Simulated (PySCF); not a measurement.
**What each rung costs, and what it gives**

Saddle point of SiH2OF2, closed shell (SiF₂ + H₂O → SiH₂OF₂ ([OH][SiH]([F])[F]); bonds formed: Si1–H4, Si1–O5; bonds broken: H4–O5), PBE0-D4/def2-TZVP structure:

Si1  (-0.385, -0.584, -0.389)
F2  (0.744, -1.646, -0.754)
F3  (-0.363, 0.444, -1.617)
H4  (-0.815, -0.010, 1.079)
O5  (0.374, 0.420, 0.920)
H6  (0.445, 1.375, 0.762)
(Å)

Barriers are electronic and count from the start structure reached by relaxing down the imaginary mode.

Computed with PySCF 2.14 with density fitting (its default auxiliary sets; JK sets also for MP2 and CCSD(T)) (basis: as named in each row); correlated methods freeze the cores. B3LYP uses VWN-RPA correlation. Extrapolation: Hartree–Fock as exp(−7.88 √X), correlation as X^−2.97.

Times are rough, for one single point on 4 threads of a shared host (Arm Neoverse V2).

The estimate by CCSD(T) at an estimated basis limit (MP2 extrapolated from triple and quadruple zeta, plus CCSD(T) − MP2 in triple zeta) is 1.345 eV.

```
   method       basis  time (s)  barrier (eV)  method less estimate
       HF      STO-3G   under 1         2.945                 1.600
 B3LYP-D4       6-31G         2         2.048                 0.703
  PBE0-D4    def2-SVP         3         1.454                 0.110
      MP2  def2-QZVPP         3         1.276                -0.069
   PBE-D4    def2-SVP         3         1.241                -0.104
    SPW92  def2-TZVPP         5         0.929                -0.415
  CCSD(T)    def2-SVP         6         1.727                 0.382
 B3LYP-D4  def2-TZVPP         7         1.325                -0.020
 BHLYP-D4  def2-TZVPP         7         1.520                 0.175
  PBE0-D4  def2-TZVPP         7         1.251                -0.094
   PBE-D4  def2-TZVPP         7         1.093                -0.252
r2SCAN-D4  def2-TZVPP        15         1.077                -0.267
  wB97M-V  def2-TZVPP        78         1.440                 0.095
  CCSD(T)  def2-TZVPP       160         1.374                 0.029
```

All methods are single points on the PBE0-D4 structures.

No T1 diagnostic of these runs exceeds 0.015. The restricted Hartree–Fock reference is unstable towards an unrestricted one at one or more of these structures.

Losses and insertions of silylenes and their heavier kin drive the gas-phase chemistry of silicon and germanium vapour deposition.

Labels in which every atom is bracketed show which atoms are joined, not bond orders.
